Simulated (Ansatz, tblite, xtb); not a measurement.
# CH3F2Sb (SMILES [CH3][Sb]([F])[F]): the dipole moment, rung by rung

CH3F2Sb has 7 atoms, charge 0, and is taken as a singlet. SMILES: `[CH3][Sb]([F])[F]`. The coordinates come from a PBE0-D4/def2-TZVP relaxation.

Each level gives the dipole moment (D). The values are calculated.

```csv
level,kind,program,value (D),CPU time
IPEA1-xTB,semi-empirical,tblite,5.04,under 2 s
GFN2-xTB,semi-empirical,xtb,4.21,under 2 s
GFN1-xTB,semi-empirical,tblite,5.26,under 2 s
GFN0-xTB,semi-empirical,xtb,5.80,under 2 s
HF/STO-3G,Hartree–Fock,Ansatz,1.35,3 s
HF/3-21G,Hartree–Fock,Ansatz,3.72,5.2 s
HF/def2-SVP (core potential),Hartree–Fock,Ansatz,3.97,8.5 s
PBE/def2-TZVP (core potential),GGA,Ansatz,3.25,38 s
PBE0/def2-SVP (core potential),global hybrid,Ansatz,3.39,18 s
MP2/STO-3G,perturbation theory,Ansatz,0.94,4.2 s
```

All-electron rows without a relativistic Hamiltonian named are non-relativistic, while core potentials hold scalar relativity, so basis and relativity change together. The values span 0.94 to 5.80 D. In the correlated wave-function rows the outer d shell of Sb is correlated, in sets not made for it. Magnitudes only: a small dipole may point the other way at some levels. Sets without polarisation functions give poor dipoles. Times are those of the runs behind each value, whatever else they computed, on shared processors of several kinds: orders of magnitude only.
